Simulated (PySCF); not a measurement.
## Substituent effects on chemical shifts

Parent skeleton `[NH2:1][SiH:2]([O:3][SiH3:4])[SiH2:5][SiH3:6]`; one hydrogen on atom 4 is replaced by X. Hydrogens on one atom are averaged.

Equivalent nuclei averaged, no solvent, relativity neglected, one conformer. Shielding tensors at PBE0/pcSseg-1 (GIAO); GFN2-xTB structure; PySCF 2.14.

Shifts are taken against calculated references (same method and geometry level): $^{15}$N (σ = 267.73 ppm) vs NH3; $^{29}$Si (σ = 349.16 ppm), $^{1}$H (σ = 31.72 ppm) vs TMS; $^{17}$O (σ = 336.08 ppm) against H2O.

Question: Give δ (ppm) for X = OCH3, CH2SiH3, CH3, C2H5.

Answer: 
```
      X                               SMILES    N1    Si2    O3    Si4     Si5     Si6  H(Si2)  H(Si4)  H(Si5)
   OCH3       CO[SiH2]O[Si@H](N)[SiH2][SiH3]  39.1  -19.2  94.3  -37.5  -135.2  -117.6    5.41    4.92    3.24
CH2SiH3  N[Si@H](O[SiH2]C[SiH3])[SiH2][SiH3]  33.5  -10.3  54.6  -23.7  -130.5  -116.3    5.76    5.33    3.32
    CH3       C[SiH2]O[Si@@H](N)[SiH2][SiH3]  33.0  -11.0  49.1  -23.1  -133.9  -116.5    6.05    5.27    3.22
   C2H5      CC[SiH2]O[Si@@H](N)[SiH2][SiH3]  31.0  -13.7  43.4  -20.1  -135.8  -119.7    6.02    5.13    3.29
```

Question: Which position responds most, and to which substituents?

Answer: O3: from 43.4 ppm with C2H5 to 94.3 ppm with OCH3.

Experimental scales use liquid or dissolved standards, which lie at an offset from isolated NH3 (liquid NH3: subtract about 20 ppm) and H2O (liquid H2O: subtract about 36 ppm).
